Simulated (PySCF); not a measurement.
Isomers of C7H5NO, one GFN2-xTB conformer each. Single-point energies are computed at PBE0/pcSseg-1 (PySCF, gas phase, no added dispersion term), electronic only.

```csv
SMILES,GFN2-xTB relative energy (kcal/mol)
N#Cc1ccccc1O,35.1
O=C=Nc1ccccc1,0.0
N#COc1ccccc1,32.2
c1ccc2ocnc2c1,3.4
C=C(C#N)C#CC(C)=O,98.4
c1cc2ccoc2cn1,10.4
N#Cc1ccc(O)cc1,35.2
```

Conformers: `[N:1]#[C:2][c:3]1[cH:4][cH:5][cH:6][cH:7][c:8]1[OH:9]` with C7–C8–O9–H 180°; `[O:1]=[C:2]=[N:3][c:4]1[cH:5][cH:6][cH:7][cH:8][cH:9]1` with C2–N3–C4–C5 180°; `[N:1]#[C:2][O:3][c:4]1[cH:5][cH:6][cH:7][cH:8][cH:9]1` with C2–O3–C4–C5 180°; `[N:1]#[C:2][c:3]1[cH:4][cH:5][c:6]([OH:7])[cH:8][cH:9]1` with C5–C6–O7–H 180°.

What does PBE0/pcSseg-1 give for the same structures?

```csv
SMILES,PBE0/pcSseg-1 E (Eh),PBE0/pcSseg-1 (kcal/mol),GFN2-xTB (kcal/mol),point group
O=C=Nc1ccccc1,-399.22848,0.0,0.0,Cs
c1ccc2ocnc2c1,-399.22051,5.0,3.4,Cs
N#Cc1ccccc1O,-399.20858,12.5,35.1,Cs
N#Cc1ccc(O)cc1,-399.20695,13.5,35.2,Cs
c1cc2ccoc2cn1,-399.20408,15.3,10.4,Cs
N#COc1ccccc1,-399.17312,34.7,32.2,Cs
C=C(C#N)C#CC(C)=O,-399.10097,80.0,98.4,Cs
```

Both levels put the same isomer lowest; measured from each level's own lowest isomer, the values differ by up to 22.6 kcal/mol (N#Cc1ccccc1O: 35.1 against 12.5). As drawn, the lowest has an aromatic ring, cumulated double bonds and a C=N bond, which the highest lacks; the highest has a C≡N group, a C≡C bond and a C=C bond outside aromatic rings, which the lowest lacks. Neighbours under 2.5 kcal/mol apart (N#Cc1ccccc1O and N#Cc1ccc(O)cc1; N#Cc1ccc(O)cc1 and c1cc2ccoc2cn1) can change places with a better method, another conformer or zero-point energy.

Which frontier levels, dipoles and rotational constants go with these structures?

```tsv
SMILES	HOMO (eV, PBE0/pcSseg-1)	LUMO (eV)	dipole (D)	A, B, C (MHz)
O=C=Nc1ccccc1	-7.00	-0.80	2.57	5519, 945.1, 806.9
c1ccc2ocnc2c1	-7.12	-0.96	1.35	4026, 1722, 1206
N#Cc1ccccc1O	-7.28	-1.60	3.40	3047, 1537, 1022
N#Cc1ccc(O)cc1	-7.18	-1.25	5.21	5673, 1005, 854.0
c1cc2ccoc2cn1	-7.17	-1.14	3.07	4100, 1689, 1196
N#COc1ccccc1	-7.60	-0.94	4.58	4855, 1108, 902.1
C=C(C#N)C#CC(C)=O	-8.09	-2.93	1.37	3454, 766.5, 629.7
```
